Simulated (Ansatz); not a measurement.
Species: SiN$_{2}$H$_{5}$, charge 0, doublet. SiN2H5 (SMILES N[SiH]N, doublet).
B3LYP-D3(BJ)/def2-TZVP minimum from Ansatz (a program for electronic structure):
```xyz
8

Si    -0.2565     0.5037     0.0564
N      1.3579     0.1871    -0.4670
N     -0.9946    -1.0319     0.2730
H     -0.0641     1.3384     1.2899
H      2.0780     0.8806    -0.3338
H      1.5296    -0.3701    -1.2901
H     -1.9906    -1.1640     0.2389
H     -0.5048    -1.8233     0.6630
```
Charge 0, spin multiplicity 2.

Total energies in hartree (Ansatz). UHF or UKS for unpaired electrons; spin-orbit terms are left out. Correlated methods leave the cores frozen. No relativity. For partners of very few electrons the exact lower level stands in for a higher one.

```csv
species,HF/cc-pV(T+d)Z,CCSD(T)/cc-pV(T+d)Z,HF/cc-pV(Q+d)Z,CCSD(T)/cc-pV(Q+d)Z,CCSD(T)/cc-pV(D+d)Z,CCSDT(Q)/cc-pV(D+d)Z
"1: SiN2H5 (SMILES N[SiH]N, doublet)",-400.82414,-401.41012,-400.83776,-401.45940,-401.23716,-401.23911
2: Si (triplet),-288.85649,-288.93344,-288.85845,-288.93781,-288.91643,-288.91690
3: N (quartet),-54.40069,-54.51471,-54.40372,-54.52482,-54.47850,-54.47866
4: H (doublet),-0.49981,-0.49981,-0.49995,-0.49995,-0.49928,-0.49928
```

Question: Work out the atomisation energy (electronic, to ground-state atoms) in kJ/mol: take Hartree-Fock from cc-pV(Q+d)Z, extrapolate the CCSD(T) correlation energy as X^-3 (X = 3, 4), and add CCSDT(Q) - CCSD(T) in cc-pV(D+d)Z. 1 hartree = 2625.5 kJ/mol.

Answer: 
Species 1: correlation (64·(-0.62164) - 27·(-0.58598))/37 = -0.64766; step -0.00195; E1 = -400.83776 + (-0.64766) + (-0.00195) = -401.48737
Species 2: correlation (64·(-0.07936) - 27·(-0.07695))/37 = -0.08112; step -0.00047; E2 = -288.85845 + (-0.08112) + (-0.00047) = -288.94004
Species 3: correlation (64·(-0.12110) - 27·(-0.11402))/37 = -0.12627; step -0.00016; E3 = -54.40372 + (-0.12627) + (-0.00016) = -54.53015
Species 4: correlation (64·(0.00000) - 27·(0.00000))/37 = 0.00000; step +0.00000; E4 = -0.49995 + (0.00000) + (+0.00000) = -0.49995
-1·E1 +1·E2 +2·E3 +5·E4 = 0.98728 hartree = 2592.1 kJ/mol.
